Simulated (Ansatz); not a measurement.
`B[CH](Cl)[GaH2]` and `B[CH](Cl)[GaH][OH]` differ in one atom or group.

Ansatz, PBE0-D4/def2-TZVP geometries, multiplicity 1. Each molecule was computed in one conformer, which needn't be the lowest.

Scalar relativity is left out up to krypton.

```csv
property,`B[CH](Cl)[GaH2]`
LUMO energy (PBE/def2-TZVPP) / eV,-2.11
LUMO energy (ωB97M-V/def2-TZVPP) / eV,0.46
HOMO energy (B3LYP/def2-TZVPP) / eV,-7.59
size of the dipole moment (ωB97M-V/def2-TZVPP) / D,1.13
size of the dipole moment (PBE/def2-TZVPP) / D,1.15
LUMO energy (B3LYP/def2-TZVPP) / eV,-1.51
```

Give the same properties after the change, and the shifts. (Best estimate.)

The calculation gave: 
```json
{"property": "LUMO energy (PBE/def2-TZVPP) / eV", "`B[CH](Cl)[GaH][OH]`": "-2.13", "shift": "-0.02"}
{"property": "LUMO energy (ωB97M-V/def2-TZVPP) / eV", "`B[CH](Cl)[GaH][OH]`": "0.51", "shift": "0.05"}
{"property": "HOMO energy (B3LYP/def2-TZVPP) / eV", "`B[CH](Cl)[GaH][OH]`": "-7.85", "shift": "-0.26"}
{"property": "size of the dipole moment (ωB97M-V/def2-TZVPP) / D", "`B[CH](Cl)[GaH][OH]`": "1.57", "shift": "0.44"}
{"property": "size of the dipole moment (PBE/def2-TZVPP) / D", "`B[CH](Cl)[GaH][OH]`": "1.60", "shift": "0.45"}
{"property": "LUMO energy (B3LYP/def2-TZVPP) / eV", "`B[CH](Cl)[GaH][OH]`": "-1.52", "shift": "-0.01"}
```

The zero-point energy changes by 18.7 kJ/mol with +3 modes. Dipoles are sizes alone; their direction can turn.

B3LYP here is the variant with VWN-RPA as its local correlation; programs differ in this.
